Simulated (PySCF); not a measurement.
Nb(F)4(Me) (CH3F4Nb), SMILES [CH3][Nb]([F])([F])([F])[F], multiplicity 1.

The structure is a stationary point at r2SCAN-D4/def2-SVP. The spin state was assumed, not searched. The structure was generated by enumeration; whether it is a known compound was not checked. The def2 effective core potentials stand for the cores of Nb; spin–orbit coupling is left out.

Calculation: r2SCAN-D4/def2-SVP in PySCF.

Frequencies are harmonic and unscaled.

### Question
List the normal modes with their intensities. (Estimate from the structure and the level; the computed values follow.)

### Answer

| mode | ν (cm⁻¹) | IR (km/mol) | Raman (Å⁴/amu) | depolarisation | moving atoms (share of kinetic energy) |
|---|---|---|---|---|---|
| 1 | 17 | 0.4 | 0.2 | 0.75 | H 93 % |
| 2 | 92 | 7.1 | 0.2 | 0.73 | F 96 % |
| 3 | 120 | 7.9 | 1.5 | 0.75 | F 65 %, C 22 %, H 13 % |
| 4 | 195 | 9.3 | 0.8 | 0.75 | F 54 %, Nb 21 %, H 14 %, C 11 % |
| 5 | 203 | 22.2 | 0.2 | 0.74 | F 67 %, Nb 26 % |
| 6 | 227 | 11.4 | 0.1 | 0.75 | F 59 %, Nb 19 %, C 13 %, H 10 % |
| 7 | 256 | 3.3 | 3.1 | 0.75 | F 64 %, C 21 %, H 15 % |
| 8 | 270 | 0.8 | 2.3 | 0.75 | F 95 % |
| 9 | 541 | 30.2 | 12.3 | 0.22 | C 52 %, H 32 %, Nb 9 % |
| 10 | 579 | 4.0 | 6.2 | 0.43 | H 61 %, C 27 %, F 12 % |
| 11 | 655 | 18.8 | 3.3 | 0.41 | F 50 %, H 38 %, C 9 % |
| 12 | 664 | 26.3 | 4.8 | 0.26 | F 55 %, H 31 %, C 9 % |
| 13 | 712 | 64.6 | 12.0 | 0.00 | F 95 % |
| 14 | 728 | 264.0 | 0.3 | 0.67 | F 55 %, Nb 27 %, H 15 % |
| 15 | 756 | 206.9 | 0.1 | 0.67 | F 67 %, Nb 27 % |
| 16 | 1164 | 7.0 | 3.1 | 0.49 | H 78 %, C 22 % |
| 17 | 1382 | 11.8 | 12.4 | 0.75 | H 95 % |
| 18 | 1389 | 12.4 | 12.6 | 0.75 | H 94 % |
| 19 | 3018 | 4.1 | 146.8 | 0.01 | H 97 % |
| 20 | 3133 | 0.0 | 75.6 | 0.66 | H 91 %, C 9 % |
| 21 | 3176 | 0.1 | 73.8 | 0.74 | H 90 %, C 10 % |
